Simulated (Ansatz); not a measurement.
This geometry of AlClH4OSi (8 atoms, charge 0, multiplicity 1) is a first-order saddle point.

Level of theory: RKS LDA/def2-SVP (Ansatz 0.2.0).

```xyz
8
Properties=species:S:1:pos:R:3
O -1.595 -0.237 0.892
Si -0.665 0.495 -0.291
Al 1.466 -0.685 -0.413
Cl 2.186 -1.501 1.391
H -1.886 0.323 1.631
H -1.398 0.482 -1.614
H -0.432 1.961 0.032
H 2.416 -0.894 -1.684
```

**Question.** Which two structures does it join? (They come from a converged band through this point; their orientation in space is the band's.)

**Answer.** No bond is made or broken. The dihedral H5–O1–Si2–Al3 goes from 2 to 180°.

Initial state:

```xyz
8
Properties=species:S:1:pos:R:3
O -1.386 0.143 1.083
Si -0.754 0.690 -0.361
Al 1.339 -0.552 -0.454
Cl 1.299 -1.646 1.378
H -0.783 -0.488 1.536
H -1.686 0.392 -1.512
H -0.558 2.188 -0.350
H 2.622 -0.784 -1.375
```

Final state:

```xyz
8
Properties=species:S:1:pos:R:3
O -1.317 0.021 1.227
Si -0.616 0.509 -0.208
Al 1.496 -0.683 -0.393
Cl 2.077 -1.983 1.153
H -2.180 0.415 1.449
H -1.499 0.219 -1.409
H -0.386 2.010 -0.257
H 2.517 -0.565 -1.617
```

**Question.** How far does it lie above each of them?

**Answer.** 3.3 kcal/mol above the first and 0.7 kcal/mol above the second. This is the barrier of this one path; another mechanism may lie lower.

The run took 4.4 min on 1 thread of Arm Neoverse V1, on a shared host, peak memory 0.12 GiB.
